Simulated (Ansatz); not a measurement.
`BO/C=N\[SiH3]`, relaxed with RKS PBE-D4/def2-SVP in the Gaussian-basis code of Ansatz from a rough embedded geometry. The force threshold is 0.03 eV/Å; the program also tests the step.

Total charge 0; spin multiplicity 1.

Start:

```xyz
11

B    -0.968   -1.586   -1.484
O    -0.394   -0.695   -0.518
C    -0.177    0.654   -0.827
N     0.427    1.442    0.142
Si    0.913    0.913    1.707
H    -1.364   -1.215   -2.560
H    -1.202   -2.737   -1.198
H    -0.429    1.066   -1.721
H     1.924   -0.222    1.589
H     1.517    2.009    2.433
H    -0.246    0.371    2.438
```

Task: How much energy does the relaxation release, and in how many steps? (Best estimate.)

Result: The calculation gave: 87.29 kJ/mol, in 7 steps, 1 of them rejected.

Task: Which bonds change most? (An estimate is asked.)

Result: Computed: C3–N4 from 1.387 to 1.257 Å; C3–H8 from 1.016 to 1.114 Å; B1–O2 from 1.434 to 1.368 Å; N4–Si5 from 1.722 to 1.775 Å.

Task: Give the relaxed structure. (An estimate is asked.)

Result: Ansatz gave: 
```xyz
11

B    -1.002   -1.536   -1.503
O    -0.421   -0.751   -0.545
C    -0.157    0.603   -0.758
N     0.381    1.352    0.097
Si    0.920    0.872    1.718
H    -1.302   -1.050   -2.580
H    -1.184   -2.698   -1.208
H    -0.478    0.939   -1.771
H     1.969   -0.204    1.635
H     1.514    2.084    2.370
H    -0.241    0.389    2.546
```
